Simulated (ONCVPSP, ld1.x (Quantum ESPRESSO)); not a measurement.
## Pseudopotentials across the periodic table

Generated with ld1.x 7.5 (TM, RRKJ, ultrasoft, PAW), atompaw 4.2 or ONCVPSP 4.0.1. The cutoff is in Ry: for ld1.x and atompaw files where the sum of valence levels is converged to 10 mRy in a Bessel basis, for ONCV files where the hardest occupied wave has 1 mHa per electron of residual kinetic energy. The error is the largest all-electron minus pseudo excitation energy over each file’s own four to seven test configurations (ionisations up to +4, promotions, holes and added fractions of an electron), all of which were solved. The labels leave out finer settings (local radius, basis sizes, second energies), which also bear on the numbers. Spin-polarised tests are not counted. The rows are a selection from randomly drawn settings: files with unsolved tests, undetermined cutoffs or missed reference levels are left out.

A true bound ghost makes a file unfit for plane-wave use even where its test errors are small: the radial tests pick states by their node count and pass the ghost by.

```csv
element,potential,cutoff (Ry),largest error (meV),bound ghosts
Be,"ONCV, LDA (Perdew-Zunger), scalar-relativistic, rc 0.40/0.40/0.40 (spd), local p, core correction no, reference 1s2, qcut 30.9/20.7/24.9, projectors 2/0/2",623,+25,s
O,"ONCV, Wu-Cohen, scalar-relativistic, rc 0.60/1.60/1.35 (spd), local smoothed, core correction no, reference 2s2 2p4, qcut 13.2/10.4/7.6, projectors 2/2/2",180,+659,s
Ga,"ONCV, Wu-Cohen, scalar-relativistic, rc 2.14/2.20/1.44 (spd), local smoothed, core correction yes, reference 3d10 4s2 4p0.75, qcut 3.1/5.1/11.5, projectors 1/2/3",104,-45,none
Ge,"ONCV, PBE, scalar-relativistic, rc 0.85/1.05/0.80 (spd), local d, core correction yes, reference 3s2 3p6 3d10 4s2 4p2, qcut 16.5/13.9/23.9, projectors 2/3/0",385,-29,none
Mo,"ONCV, LDA (Perdew-Zunger), scalar-relativistic, rc 1.65/1.75/2.65 (spd), local smoothed, core correction yes, reference 4s2 4p6 4d4 5s2, qcut 8.3/6.8/7.2, projectors 3/1/2",45,+16,none
Sn,"ONCV, PBE, scalar-relativistic, rc 1.65/1.65/2.55 (spd), local p, core correction no, reference 5s2 5p2, qcut 3.2/4.7/3.7, projectors 2/0/2",95,+125,"s, d"
```

(1) Fill in the row for Ca: ONCV, PBE, scalar-relativistic, rc 1.32/1.75/1.70 (spd), local smoothed, core correction yes, reference 3s2 3p6, qcut 6.1/8.9/5.9, projectors 2/2/1.

(2) Fill in the row for N: TM, PBE, scalar-relativistic, rc 1.05/1.50 (sp), local p, core correction yes, reference 2s2 2p3.

Results:

(1) cutoff 58 Ry, largest error +0.7 meV, bound ghosts: none.

(2) cutoff 55 Ry, largest error +973 meV, bound ghosts: none.
